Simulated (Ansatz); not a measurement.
Reaction (SMILES): CC(C)[Si](O)(O)O → CC(C)[Si](O)(O)O as doublet, charge +1 + e-
Geometries: B3LYP-D3(BJ)/def2-TZVP minima from Ansatz (a first-principles code), one conformer each, not searched for the lowest. Frequencies are from Ansatz.
Geometry of the first species:
SMILES: CC(C)[Si](O)(O)O
```xyz
17

C     -1.1894     1.7328    -0.8032
C     -1.1859     0.3339    -0.1699
C     -1.8312    -0.6961    -1.1083
Si     0.5281    -0.1845     0.3602
O      1.4106    -0.2422    -1.0338
O      1.1964     0.8307     1.4665
O      0.5495    -1.6194     1.1613
H     -0.5813     1.7544    -1.7100
H     -0.8002     2.4909    -0.1194
H     -2.2043     2.0336    -1.0770
H     -1.7777     0.3747     0.7522
H     -2.8450    -0.3917    -1.3821
H     -1.2560    -0.8010    -2.0305
H     -1.9040    -1.6824    -0.6437
H      2.3324    -0.5053    -0.9665
H      1.3801     1.7294     1.1855
H      0.2494    -2.3958     0.6841
```
Charge 0, spin multiplicity 1.

Quantity: adiabatic ionisation energy (0 K, with B3LYP-D3(BJ) harmonic zero-point energies), in eV. Correlated levels leave the core frozen unless marked. UHF or UKS for open shells. Spin-orbit coupling is left out. No relativistic terms. CBS(X,Y): correlation extrapolated as X^-3; Hartree-Fock from the larger set. [CCSD(T)-MP2]/basis is that difference in the basis named.

| level | program | adiabatic ionisation energy (eV) |
|---|---|---|
| PBE-D4/def2-TZVPD | Ansatz + dftd4 | (withheld) |
| BLYP/def2-TZVPD | Ansatz | (withheld) |
| B3LYP-D3(BJ)/def2-TZVPD | Ansatz + dftd3 | 8.86 |
| B3LYP/def2-TZVPD | Ansatz | 8.85 |
| BHLYP/def2-TZVPD | Ansatz | (withheld) |
| r2SCANh-D4/def2-TZVPD | Ansatz + dftd4 | 8.69 |
| B2PLYP-D3(BJ)/def2-TZVPD | Ansatz + dftd3 | 8.91 |
| CCSD/6-31G* | Ansatz | 8.71 |
| RI-MP2/CBS(cc-pV(T+d)Z,cc-pV(Q+d)Z)+[CCSD(T)-MP2]/cc-pV(T+d)Z | Ansatz | (withheld) |

Q: Complete the blanks.

A: 
- PBE-D4/def2-TZVPD, adiabatic ionisation energy (eV): 8.67
- BLYP/def2-TZVPD, adiabatic ionisation energy (eV): 8.55
- BHLYP/def2-TZVPD, adiabatic ionisation energy (eV): 8.84
- RI-MP2/CBS(cc-pV(T+d)Z,cc-pV(Q+d)Z)+[CCSD(T)-MP2]/cc-pV(T+d)Z, adiabatic ionisation energy (eV): 9.19
